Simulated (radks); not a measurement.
Values are calculated unless marked as measured or tabulated.
Initial-state core-level shifts of the lead ion Pb3+ when its valence configuration changes from [Xe] 4f14 5d10 6s1. Level of theory: Dirac Kohn-Sham, PBEsol, spin-unpolarised, spherical densities, point nucleus; open shells are shared between the two j in proportion to 2j + 1 (a radial shooting solver on a logarithmic mesh with Libxc functionals). Shifts are changes of the shell-averaged eigenvalues in eV (positive: less bound).

| valence | 1s | 2p | 3d | 5s |
|---|---|---|---|---|
| 4f14 5d10 6s0.5 6p0.5 | -0.876 | -0.851 | -0.857 | -0.850 |
| 4f14 5d10 6p1 | -1.743 | -1.692 | -1.705 | -1.692 |
| 4f14 5d9 6s2 | -4.792 | -5.041 | -4.964 | -4.418 |
| 4f14 5d9.5 6s1 6p0.5 | -3.250 | -3.347 | -3.317 | -3.045 |
| 4f13.5 5d10 6s1.5 | -9.500 | -10.219 | -11.317 | -4.621 |
| 4f13 5d10 6s1 6p1 | -20.951 | -22.362 | -24.592 | -10.974 |
| 4f13 5d10 6s2 | -19.211 | -20.672 | -22.889 | -9.294 |
| 4f14 5d8 6s1 6p2 | -13.122 | -13.549 | -13.402 | -12.151 |
| 4f14 5d9.5 6s1.5 | -2.377 | -2.499 | -2.463 | -2.200 |
